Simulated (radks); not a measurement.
The numbers below are computed, except where a source is named.
Question: Ionisation of Ag+, [Kr] 4d10, to Ag2+, [Kr] 4d9, under several functionals. Scalar-relativistic Kohn-Sham, spin-polarised, spherical densities, finite nucleus; open shells are filled with parallel spins first (spin-orbit coupling, left out, can overturn this in heavy ions); a radial shooting solver on a logarithmic mesh with Libxc functionals. The NIST Atomic Spectra Database gives 21.484 eV (measured). Rank these functionals by the error of their Delta-SCF ionisation energy: revPBE; LDA (Slater exchange, VWN5 correlation); BLYP; LDA (Slater exchange, Perdew-Wang correlation); exchange-only LDA; RPBE; B86b exchange with PBE correlation; SCAN; HCTH/407.

Answer: From best to worst: revPBE 21.839 eV (+0.354); RPBE 21.841 eV (+0.356); BLYP 21.861 eV (+0.376); B86b exchange with PBE correlation 21.955 eV (+0.470); SCAN 22.051 eV (+0.566); LDA (Slater exchange, Perdew-Wang correlation) 22.218 eV (+0.734); LDA (Slater exchange, VWN5 correlation) 22.223 eV (+0.738); exchange-only LDA 20.689 eV (-0.795); HCTH/407 22.314 eV (+0.830). Open shells are spherical and high-spin; term and fine-structure splittings are not resolved.
